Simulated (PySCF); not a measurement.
## Tb(III) with different ligands

Computed with PySCF 2.14.0, PBE0, def2-SVP on the ligands, density fitting, scalar-relativistic core potentials, no spin-orbit coupling, vacuum. The metal has lcecp-1-SVP with ECP54. Each complex is relaxed within the symmetry of a template of the same shape. Distances are means of the shortest metal–ligand contacts, charges and spins Mulliken's. lcecp potentials hold a fixed number of 4f electrons in the core, out of states, spins and gaps.

```csv
complex,point group,M–first ligand (Å),charge on M (e),dipole (D),"strongest infrared band, degenerate modes summed (cm⁻¹)",unstable modes (below −25 cm⁻¹)
TbOCl,Cs,1.821,0.82,7.51,847,0
TbO(OH),Cs,1.841,0.80,6.16,820,0
TbOF,Cs,1.832,0.91,7.61,830,0
```

Q: A further member has point group Cs, M–first ligand (Å) 2.336, charge on M (e) 0.81, dipole (D) 8.22, strongest infrared band, degenerate modes summed (cm⁻¹) 572, unstable modes (below −25 cm⁻¹) 0. Which complex is it?

A: TbSF. Other answers can fit too; this one was computed.

One start shape was tried for each, so a minimum needn't be the lowest isomer.
